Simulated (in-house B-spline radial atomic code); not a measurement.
A run on the chlorine ion Cl⁺ (an excited or competing configuration) that did not converge. Method: scalar-relativistic (X2C) B97-1, spin-polarised, spherical fractional occupations, exact exchange averaged over the configuration, Fermi nucleus of rms radius 3.3654 fm; computed with an all-electron radial atomic-structure program (B-spline basis).

Command:
```bash
python run_scf.py task.json out
```
Settings (nuclear radius in fm, mass in u):
```
Z                17
configuration    [Ne] 3s1 3p4 4d1
hamiltonian      x2c
method           b97_1
spin_polarised   True
nucleus          fermi
rms_radius       3.3654
atomic_mass      34.96885
speed_of_light   137.035999084
exact_exchange   averaged over the configuration
```

First and last ten iterations of the last attempt (damped for 15 steps, keeping 80 % of the old Fock matrix, then DIIS):
```
 iter        energy (Eh)    residual
    1        -457.192639    2.48e-01
    2        -459.366358    1.14e-01
    3        -459.617139    7.98e-02
    4        -459.750484    5.55e-02
    5        -459.819438    3.86e-02
    6        -459.854727    2.97e-02
    7        -459.873190    2.34e-02
    8        -459.883221    1.84e-02
    9        -459.889060    1.45e-02
   10        -459.892295    1.14e-02
  111        -459.896083    8.39e-06
  112        -459.896083    2.57e-06
  113        -459.896083    2.57e-06
  114        -459.896083    1.98e-06
  115        -459.896083    2.08e-06
  116        -459.896083    1.41e-06
  117        -459.896083    3.85e-06
  118        -459.896083    1.20e-05
  119        -459.896083    3.93e-05
  120        -459.896083    1.51e-06
 not converged after 120 iterations
```

The smallest residual met was 1.1e-06; the threshold is about 2e-07. Over the last five steps the energy moves by less than 1e-08 hartree, but the orbitals didn't meet the threshold. Time taken, with all properties: 7.4 s on 1 thread of Arm Neoverse N1 (shared host).
